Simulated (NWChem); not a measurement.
System: C₃H₂FN; SMILES N#C/C=C/F

NWChem input:

```
start job
memory heap 200 mb stack 900 mb global 1100 mb
geometry units angstroms noautosym nocenter noautoz
  N     -0.227988    -2.531003     0.000000
  C      0.095656    -1.417104     0.000000
  C      0.511352    -0.057349     0.000000
  C     -0.377913     0.941797     0.000000
  F      0.002420     2.199828     0.000000
  H      1.582915     0.162663     0.000000
  H     -1.464463     0.810420     0.000000
end
basis spherical
  N library 6-31g*
  C library 6-31g*
  F library 6-31g*
  H library 6-31g*
end
dft
  xc hfexch
  iterations 150
  mulliken
end
task dft energy
esp
  recalculate
  probe 0.07
  range 0.3
  factor 1.0
  spacing 0.02
end
task esp
```

Coordinates come from a PBE0/def2-SVP optimisation.

Atomic charges in e: unrestrained fits to the electrostatic potential beside Mulliken populations; buried atoms are poorly determined by the fit.

Atoms are numbered as in the input.

Task: Give the results of this calculation. (Hartree-Fock/6-31G* (spherical d).) Quantities: ESP N1; Mulliken N1; ESP C2; Mulliken C2; ESP C3; Mulliken C3; ESP C4; Mulliken C4; ESP F5; Mulliken F5; relative RMS misfit of the potential (%).

Result: 
```json
{
 "ESP N1": "-0.49",
 "Mulliken N1": "-0.39",
 "ESP C2": "0.45",
 "Mulliken C2": "0.23",
 "ESP C3": "-0.42",
 "Mulliken C3": "-0.31",
 "ESP C4": "0.27",
 "Mulliken C4": "0.35",
 "ESP F5": "-0.18",
 "Mulliken F5": "-0.38",
 "relative RMS misfit of the potential (%)": "18"
}
```
